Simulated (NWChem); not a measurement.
System: C$_{2}$H$_{3}$BF$_{2}$O; SMILES O=CCB(F)F

Parts of the log:

```
             Northwest Computational Chemistry Package (NWChem) 7.3.0
             --------------------------------------------------------

                             Geometry "geometry" -> ""
                             -------------------------

 Output coordinates in angstroms (scale by  1.889725989 to convert to a.u.)

  No.       Tag          Charge          X              Y              Z
 ---- ---------------- ---------- -------------- -------------- --------------
    1 O                    8.0000     0.01005200     1.68696700    -0.95240300
    2 C                    6.0000    -0.00413300     1.67480500     0.25034700
    3 C                    6.0000    -0.01015300     0.40957100     1.06812600
    4 B                    5.0000    -0.00078100    -0.83534200     0.10337000
    5 F                    9.0000    -1.12108000    -1.38592000    -0.31797000
    6 F                    9.0000     1.12744200    -1.38433100    -0.29834000
    7 H                    1.0000    -0.01361000     2.63295900     0.83005100
    8 H                    1.0000     0.86824400     0.42686800     1.73618700
    9 H                    1.0000    -0.89894700     0.42536200     1.72224600

 Effective nuclear repulsion energy (a.u.)     216.6451368909

                              NWChem Property Module
                              ----------------------

                                 NWChem DFT Module
                                 -----------------

 Summary of "ao basis" -> "ao basis" (spherical)
 ------------------------------------------------------------------------------
       Tag                 Description            Shells   Functions and Types
 ---------------- ------------------------------  ------  ---------------------
 O                           sto-3g                  3        5   2s1p
 C                           sto-3g                  3        5   2s1p
 B                           sto-3g                  3        5   2s1p
 F                           sto-3g                  3        5   2s1p
 H                           sto-3g                  1        1   1s

            General Information
            -------------------
          SCF calculation type: DFT
          Wavefunction type:  closed shell.
          No. of atoms     :     9
          No. of electrons :    46
           Alpha electrons :    23
            Beta electrons :    23
          Charge           :     0
          Spin multiplicity:     1
          Use of symmetry is: off; symmetry adaption is: off
          Maximum number of iterations: 150
          AO basis - number of functions:    33
                     number of shells:    21
          Convergence on energy requested:  1.00D-06
          Convergence on density requested:  1.00D-05
          Convergence on gradient requested:  5.00D-04

              XC Information
              --------------
                         B3LYP Method XC Potential
                     Hartree-Fock (Exact) Exchange  0.200
                        Slater Exchange Functional  0.800 local
                    Becke 1988 Exchange Functional  0.720 non-local
              Lee-Yang-Parr Correlation Functional  0.810
                  VWN I RPA Correlation Functional  0.190 local

             Grid Information
             ----------------
          Grid used for XC integration:  medium
          Radial quadrature: Mura-Knowles
          Angular quadrature: Lebedev.
          Tag              B.-S. Rad. Rad. Pts. Rad. Cut. Ang. Pts.
          ---              ---------- --------- --------- ---------
          O                   0.60       49           8.0       434
          C                   0.70       49           8.0       434
          B                   0.85       49          10.0       434
          F                   0.50       49          11.0       434
          H                   0.35       45          10.0       434
          Grid pruning is: on
          Number of quadrature shells:   429
          Spatial weights used:  Erf1

      Superposition of Atomic Density Guess
      -------------------------------------

 Sum of atomic energies:        -369.69468143

      Non-variational initial energy
      ------------------------------

 Total energy =    -370.591839
 1-e energy   =    -947.903663
 2-e energy   =     360.666687
 HOMO         =      -0.147598
 LUMO         =       0.201680

   convergence    iter        energy       DeltaE   RMS-Dens  Diis-err
 ---------------- ----- ----------------- --------- --------- ---------
 d= 0,ls=0.0,diis     1   -372.3503507604 -5.89D+02  9.33D-02  1.67D+00
 d= 0,ls=0.0,diis     2   -371.7309160324  6.19D-01  6.17D-02  6.91D+00
 d= 0,ls=0.0,diis     3   -372.6518732748 -9.21D-01  8.92D-03  4.58D-02
 d= 0,ls=0.0,diis     4   -372.6550230547 -3.15D-03  3.95D-03  2.93D-02
 d= 0,ls=0.0,diis     5   -372.6591369281 -4.11D-03  5.33D-04  2.80D-04
  Resetting Diis
 d= 0,ls=0.0,diis     6   -372.6591755446 -3.86D-05  1.25D-04  2.25D-05
 d= 0,ls=0.0,diis     7   -372.6591786345 -3.09D-06  2.50D-05  1.46D-07
 d= 0,ls=0.0,diis     8   -372.6591786473 -1.29D-08  1.24D-05  1.03D-07
 d= 0,ls=0.0,diis     9   -372.6591786613 -1.40D-08  4.04D-06  3.13D-08

         Total DFT energy =     -372.659178661302
      One electron energy =     -946.536840784929
           Coulomb energy =      403.043134510416
    Exchange-Corr. energy =      -45.810609277728
 Nuclear repulsion energy =      216.645136890940

 Numeric. integr. density =       46.000003624510

                       DFT Final Molecular Orbital Analysis
                       ------------------------------------

 Vector   21  Occ=2.000000D+00  E=-2.426102D-01
              MO Center=  3.7D-03, -1.3D+00, -2.8D-01, r^2= 1.7D+00
   Bfn.  Coefficient  Atom+Function         Bfn.  Coefficient  Atom+Function
  ----- ------------  ---------------      ----- ------------  ---------------
    23      0.544195  5 F  px                28      0.538818  6 F  px
    24     -0.352995  5 F  py                29      0.354304  6 F  py
    30      0.288378  6 F  pz                25     -0.278533  5 F  pz
    32     -0.059269  8 H  s                 33      0.059340  9 H  s
    13     -0.056750  3 C  px                 3      0.052172  1 O  px

 Vector   22  Occ=2.000000D+00  E=-2.251453D-01
              MO Center= -1.1D-03, -7.8D-01,  5.9D-02, r^2= 2.5D+00
   Bfn.  Coefficient  Atom+Function         Bfn.  Coefficient  Atom+Function
  ----- ------------  ---------------      ----- ------------  ---------------
    24      0.458526  5 F  py                29      0.458224  6 F  py
    25      0.357758  5 F  pz                30      0.358643  6 F  pz
    14      0.327541  3 C  py                15      0.288894  3 C  pz
    12     -0.210817  3 C  s                  4     -0.128690  1 O  py
    32      0.106679  8 H  s                 33      0.106435  9 H  s

 Vector   23  Occ=2.000000D+00  E=-1.533889D-01
              MO Center=  4.8D-03,  1.6D+00, -5.0D-01, r^2= 1.5D+00
   Bfn.  Coefficient  Atom+Function         Bfn.  Coefficient  Atom+Function
  ----- ------------  ---------------      ----- ------------  ---------------
     4      0.889333  1 O  py                31     -0.357058  7 H  s
    14      0.267522  3 C  py                15     -0.176245  3 C  pz
    12      0.175181  3 C  s                  9     -0.079754  2 C  py
    17     -0.056726  4 B  s                 32     -0.055601  8 H  s
    33     -0.055767  9 H  s                 25      0.045733  5 F  pz

 Vector   24  Occ=0.000000D+00  E= 8.508369D-02
              MO Center=  1.4D-03,  1.6D+00, -1.8D-01, r^2= 1.2D+00
   Bfn.  Coefficient  Atom+Function         Bfn.  Coefficient  Atom+Function
  ----- ------------  ---------------      ----- ------------  ---------------
     8     -0.817069  2 C  px                 3      0.752342  1 O  px
    32      0.196985  8 H  s                 33     -0.195795  9 H  s

 Vector   25  Occ=0.000000D+00  E= 1.326770D-01
              MO Center= -6.0D-04, -8.1D-01,  6.2D-02, r^2= 1.6D+00
   Bfn.  Coefficient  Atom+Function         Bfn.  Coefficient  Atom+Function
  ----- ------------  ---------------      ----- ------------  ---------------
    20      0.707640  4 B  pz                19     -0.548545  4 B  py
    25     -0.344430  5 F  pz                30     -0.344393  6 F  pz
    24      0.269386  5 F  py                29      0.269428  6 F  py
     7      0.225595  2 C  s                  9     -0.148115  2 C  py
    10      0.139575  2 C  pz                33     -0.133063  9 H  s

 Vector   26  Occ=0.000000D+00  E= 3.896396D-01
              MO Center= -9.4D-03,  4.0D-01,  3.2D-01, r^2= 3.2D+00
   Bfn.  Coefficient  Atom+Function         Bfn.  Coefficient  Atom+Function
  ----- ------------  ---------------      ----- ------------  ---------------
    17      1.039495  4 B  s                 31     -0.709160  7 H  s
     7      0.664232  2 C  s                 15      0.505739  3 C  pz
    12     -0.485670  3 C  s                 10      0.329760  2 C  pz
    22     -0.304715  5 F  s                 23     -0.303236  5 F  px
    28      0.300146  6 F  px                27     -0.298425  6 F  s

     Multipole analysis of the density
     ---------------------------------

     L   x y z        total         alpha         beta         nuclear
     -   - - -        -----         -----         ----         -------
     0   0 0 0     -0.000000    -23.000000    -23.000000     46.000000

     1   1 0 0     -0.006605     -0.006836     -0.006836      0.007068
     1   0 1 0     -0.104135     -0.409426     -0.409426      0.714717
     1   0 0 1      0.623814      0.736946      0.736946     -0.850078

     2   2 0 0    -21.964952    -54.398018    -54.398018     86.831084
     2   1 1 0     -0.015568      0.060743      0.060743     -0.137055
     2   1 0 1      0.003108      0.036123      0.036123     -0.069137
     2   0 2 0    -22.134162   -164.483762   -164.483762    306.833363
     2   0 1 1      1.231650     -5.093844     -5.093844     11.419337
     2   0 0 2    -21.931834    -51.875790    -51.875790     81.819745

 *** CALLING NEW AORESP DRIVER FOR CLOSED AND OPEN SHELLS ***
 Entering AOResponse driver routine

--------------------------------------------------------------------------------

          -----------------------------------------------
          Solving response equations for perturbing field
          -----------------------------------------------

 number of frequencies:     1
 frequency in a.u.:  0.7730000E-01
 Perturbing field: electric
 Using El. Dipole Length Gauge

 Setting up CPKS with frequency omega =      0.07730000 a.u.

                            NWChem Dynamic CPHF Module
                            --------------------------

    scftype = RHF
    nclosed =   23
      nopen =    0
  variables =      460
  num. vecs =        3
  tolerance =   1.0D-04
  max. iter =   50

 SCF residual:    1.6736573328600467E-005

Iterative solution of linear equations
  No. of variables      460
  No. of equations        3
  Maximum subspace       30
       Convergence  1.0D-04

   iter   nsub   residual    time
   ----  ------  --------  ---------
     1      3    9.04D+00       9.5
     2      6    2.13D+00      12.4
     3      9    8.97D-02      15.2
     4     12    2.44D-02      17.5
     5     15    1.46D-03      19.1
     6     18    1.08D-04      20.8
     7     21    1.73D-05      22.5

 Electric Dipole Response Matrix (nonzero elements):

              1        2        3
    1   15.9640  -0.0201  -0.0525
    2   -0.0201  18.9111   1.0727
    3   -0.0525   1.0727  19.5583

 ------------------------------------------
 average:        18.14448 + I       0.00000

 DFT Linear Response polarizability / au
 Frequency  =       0.0773000 / au
 Wavelength =     589.4353558 / nm
              X              Y              Z
 -----------------------------------------------
 X      15.9640022     -0.0201077     -0.0524641
 Y      -0.0201075     18.9111235      1.0726636
 Z      -0.0524641      1.0726745     19.5583285
 -----------------------------------------------
 Eigenvalues =      15.9632290     18.1144193     20.3558058
 Isotropic   =      18.1444847
 Anisotropic =       3.8043504
 -----------------------------------------------

 Magnetic Dipole Response Matrix (nonzero elements):
```

Level: B3LYP/STO-3G. STO-3G and 3-21G are far too small for this property and stand as cheap habits. All runs use the structure optimised with PBE0/def2-SVP. B3LYP is NWChem's, with the RPA form of VWN correlation.

Which NWChem input produces such a log?

This is not unique; one that fits is the input that was run:
```
start job
memory heap 200 mb stack 900 mb global 1100 mb
geometry units angstroms noautosym nocenter noautoz
  O      0.010052     1.686967    -0.952403
  C     -0.004133     1.674805     0.250347
  C     -0.010153     0.409571     1.068126
  B     -0.000781    -0.835342     0.103370
  F     -1.121080    -1.385920    -0.317970
  F      1.127442    -1.384331    -0.298340
  H     -0.013610     2.632959     0.830051
  H      0.868244     0.426868     1.736187
  H     -0.898947     0.425362     1.722246
end
basis spherical
  * library sto-3g
end
dft
  xc b3lyp
  iterations 150
end
property
  response 1 0.0773
end
task dft property
```
